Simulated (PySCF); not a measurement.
Computed shifts of a molecule CH7FO2Si2, PBE/pcSseg-1 (PySCF), GIAO, gas phase, equivalent atoms averaged, in ppm (number of nuclei): ²⁹Si: 15.7 (1), -18.2 (1). ¹³C: 56.9 (1). ¹⁹F: -261.2 (1). ¹H: 6.00 (1), 5.64 (1), 5.48 (1), 5.19 (1), 4.29 (1), 1.64 (1), -0.50 (1). References: ¹⁷O against H2O (σ = 334.3 ppm); ²⁹Si against TMS (σ = 335.4 ppm); ¹³C against TMS (σ = 182.0 ppm); ¹⁹F against CFCl3 (σ = 133.6 ppm); ¹H against TMS (σ = 31.49 ppm), references at their B3LYP-D3(BJ)/def2-TZVP geometries, non-relativistic. The structure is a stationary point at PBE0-D3(BJ)/def2-SVP. The values are those of a single conformer.

### Question
Which structure fits?
A) OC[Si@@H](F)O[SiH3]
B) O[SiH2][C@@H](O)[SiH2]F
C) C[Si@@H](O)O[SiH2]F
D) C[Si](O)(O)[SiH2]F

### Answer
B, O[SiH2][C@@H](O)[SiH2]F
